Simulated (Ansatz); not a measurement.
## Reading a saddle point

A first-order saddle point of GaNH₈O, closed shell, PBE0-D4/def2-TZVP, with one imaginary mode of 714i cm⁻¹:

Ga1  (-1.463, 0.466, -0.468)
H2  (-0.109, -0.225, -1.411)
H3  (-2.683, -0.460, -0.826)
H4  (-1.329, 1.991, -0.819)
H5  (0.950, -0.185, 0.920)
O6  (-0.770, 0.113, 1.238)
H7  (0.680, -0.251, -0.816)
N8  (1.631, -0.286, 0.142)
H9  (-1.321, -0.500, 1.726)
H10  (2.142, -1.157, 0.202)
H11  (2.273, 0.495, 0.112)
(Å)

Computed with Ansatz 0.2.0 (basis: def2-TZVPP and def2-QZVPP); correlated methods freeze the cores. Filled d shells of the heavier atoms are correlated. The def2 sets are not built for correlating such inner shells, so the correlated values are less sure here. Extrapolation: Hartree–Fock as exp(−7.88 √X), correlation as X^−2.97.

Question: Which contacts change along the imaginary mode, and what lies on either side? (A judgement: the text doesn't fix the answer.)

Answer: The calculation gives: The step is GaH₃ + H₂O + NH₃ → GaH₃O ([OH][GaH2]) + NH₃ + H₂, with the molecules in contact on both sides. Shortening one way: Ga1–O6, H2–H7, H5–N8; lengthening the same way: Ga1–H2, H5–O6, H7–N8.
```csv
pair,one side (Å),saddle (Å),other side (Å)
Ga1–O6,2.10,1.87,1.81
H2–H7,2.21,0.99,0.77
H5–N8,1.66,1.04,1.02
Ga1–H2,1.59,1.79,2.29
H5–O6,1.01,1.77,2.15
H7–N8,1.02,1.35,2.24
```

Question: Which side is lower, and how far does the saddle lie above each? (Judge from chemistry; the value comes from the calculation.)

Answer: By the calculation: The side with Ga1–H2, H5–O6, H7–N8 short is lower by 8.89 kcal/mol; the saddle lies 18.91 kcal/mol above it and 10.02 kcal/mol above the other (CCSD(T) at an estimated basis limit (MP2 extrapolated from triple and quadruple zeta, plus CCSD(T) − MP2 in triple zeta); electronic energies).

T1 diagnostic: at most 0.013.

The step is the kind of ligand exchange by which a precursor binds to a hydroxyl group, or is hydrolysed, in atomic layer deposition of oxides.

Labels in which every atom is bracketed show which atoms are joined, not bond orders.

For scale, one of the runs: CCSD(T)/def2-TZVPP, 222 basis functions, launched by `ansatz run in.yaml --threads 4 --pin off --events-out ev --progress --plain --max-ram 9574MiB`. Time: 110 s of wall clock on 4 CPU threads of an Arm Neoverse V2; the host was shared. Peak host memory: 3.6 GiB.
